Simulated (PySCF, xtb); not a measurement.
C3H2O, SMILES O=c1cc1.

Coordinates come from a B3LYP-D3(BJ)/def2-SVP optimisation.

Calculation: C-PCM-ωB97X/def2-SVP in PySCF.

The values are the electrostatic part of the solvation free energy, E(continuum) − E(gas) at the gas-phase geometry, in a cavity of scaled van der Waals radii (PySCF's table); cavitation and dispersion terms are not included. In vacuum the orbital gap is 10.59 eV. The dipole moment in vacuum is 4.04 D.

Problem. Estimate the values in water (ε = 78.36), N,N-dimethylformamide (ε = 37.22), benzene (ε = 2.27). (The exact figures need the calculation; the answer reports its results.)

Solution. 
```tsv
solvent	ε	ΔG(elec) (kcal/mol)	dipole (D)	gap (eV)
water	78.36	-7.0	5.16	11.05
N,N-dimethylformamide	37.22	-6.9	5.14	11.04
benzene	2.27	-3.6	4.61	10.83
```

For comparison, GFN2-xTB/ALPB(water) (xtb, at the GFN2-xTB geometry, all terms of that model) gives -3.6 kcal/mol.
